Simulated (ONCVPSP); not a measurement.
u(r) = r·R(r): atom against pseudo-atom (Ga)

Columns: radius, all-electron u(r) and pseudo u(r) of the 3p shell (level -98.86 eV) of gallium in the configuration [Ne] 3s2 3p6 3d10 4s2 4p1; PBE, scalar-relativistic, ONCV scheme, ONCVPSP 4.0.1.

| r (bohr) | all-electron | pseudo |
| --- | --- | --- |
| 0.065 | -0.5107 | 0.0481 |
| 0.130 | -0.6758 | 0.1834 |
| 0.195 | -0.3449 | 0.3836 |
| 0.260 | 0.1603 | 0.6167 |
| 0.325 | 0.6280 | 0.8476 |
| 0.390 | 0.9753 | 1.0455 |
| 0.455 | 1.1901 | 1.1890 |
| 0.520 | 1.2916 | 1.2688 |
| 0.585 | 1.3076 | 1.2865 |
| 0.650 | 1.2658 | 1.2529 |
| 0.715 | 1.1882 | 1.1822 |
| 0.780 | 1.0910 | 1.0889 |
| 0.845 | 0.9855 | 0.9850 |
| 0.910 | 0.8794 | 0.8791 |
| 0.975 | 0.7772 | 0.7770 |
| 1.040 | 0.6817 | 0.6815 |
| 1.105 | 0.5944 | 0.5942 |
| 1.170 | 0.5157 | 0.5156 |
| 1.235 | 0.4456 | 0.4455 |
| 1.300 | 0.3838 | 0.3837 |
| 1.365 | 0.3297 | 0.3296 |
| 1.430 | 0.2825 | 0.2824 |
| 1.495 | 0.2415 | 0.2415 |
| 1.560 | 0.2062 | 0.2062 |
| 1.625 | 0.1758 | 0.1757 |
| 1.690 | 0.1497 | 0.1496 |

(1) How many radial nodes do the two functions have?

(2) At about which radius was the pseudo-wave matched?

(3) Where does each function peak?

(4) Is the pseudo-wave norm-conserving?

Results:

(1) The all-electron 3p function has n − l − 1 = 1; the pseudo-wave has 0, since the states of the same l below it are removed with the core.

(2) 0.95 bohr, where the columns begin to agree (steps of 0.07 bohr).

(3) Outermost all-electron maximum near 0.58 bohr, pseudo maximum near 0.58 bohr (to the table’s step).

(4) Yes: the ONCV scheme keeps the norm inside the radius equal to the all-electron one, which fixes the energy derivative of the logarithmic derivative at the level.
